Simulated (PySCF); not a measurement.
## Correlation energy of Al²⁺ (aluminium, charge +2)

[Ne] 3p1, 2P determinant (an excited configuration). Calculation: PySCF 2.14, in x2c-TZVPPall with one added diffuse shell each of s, p, d type (6s6p4d1f, 51 functions); scalar relativity by spin-free X2C-1e. Frozen: 1s2; 9 electrons correlated.

MP2 pair energies summed by pair of shells (mhartree):

| pair | energy | share (%) |
| --- | --- | --- |
| 2p-2p | -99.57 | 70.3 |
| 2s-2p | -30.40 | 21.5 |
| 2p-3p | -6.46 | 4.6 |
| 2s-2s | -4.27 | 3.0 |
| 2s-3p | -0.95 | 0.7 |

Total MP2 correlation energy: -141.65 mhartree.

Same-spin part -40.05 and opposite-spin part -101.60 mhartree; SCS-MP2 scales them by 1/3 and 6/5 to -135.27 mhartree.

This basis was not built for core-valence correlation, so the inner-shell part is incomplete.
